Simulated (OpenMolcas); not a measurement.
# Which level was it?

The species is C2H5AlN2 (10 atoms), meant as a singlet with charge 0. SMILES: `C#[C][Al]([NH2])[NH2]`. Geometry: relaxed at PBE0-D4/def2-TZVP.

```xyz
10

C    -2.3681    1.2211    0.8733
C    -1.3459    0.6936    0.4978
Al    0.2657   -0.1380   -0.0942
N     0.2476   -1.8611   -0.4670
N     1.7224    0.8429   -0.2499
H    -3.2691    1.6860    1.2042
H     1.0274   -2.4108   -0.7859
H    -0.5748   -2.4352   -0.3837
H     1.7500    1.8271   -0.0413
H     2.6277    0.5234   -0.5503
```

A calculation with OpenMolcas 26.06 gave:

```
total energy  : -428.2742 Eh
dipole moment : 1.22 D
HOMO energy   : -5.36 eV
LUMO energy   : -0.93 eV
HOMO–LUMO gap : 4.43 eV
largest force : 1.867 eV/Å
```

Which of these levels gave the numbers?
A. B3LYP/6-31G* (Cartesian functions)
B. B3LYP/def2-SVP
C. SVWN5/def2-SVP
D. PBE/def2-SVP

C. The others give -430.5763 Eh (PBE/def2-SVP), -430.9804 Eh (B3LYP/def2-SVP), -431.1707 Eh (B3LYP/6-31G* (Cartesian functions)).
